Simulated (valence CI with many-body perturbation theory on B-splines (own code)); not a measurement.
## Which ion has this spectrum?

A relativistic CI+MBPT calculation for an atom or ion with 21 electrons gives these levels (cm⁻¹):

```
   J  Parity        E     g
 3/2    even        0  0.73
 5/2    even   693340  1.05
 3/2    even   746690  1.16
 9/2    even   777004  1.03
 7/2    even   780694  1.03
 1/2    even   793343  1.79
 5/2    even  1000245  1.22
 7/2    even  1460285  1.12
 9/2    even  1500643  1.13
 3/2    even  1547001  1.10
 1/2    even  1572528  1.52
11/2    even  1581092  1.08
 5/2    even  1583056  1.30
 7/2    even  1663560  1.08
```

The energies are calculated, and their last digits are not significant.

(1) Which is it?
A. Ir56+
B. Pt57+
C. Os55+
D. Tl60+

Answers

(1) B. Pt57+, ground level (3d3/2^3) J=3/2.
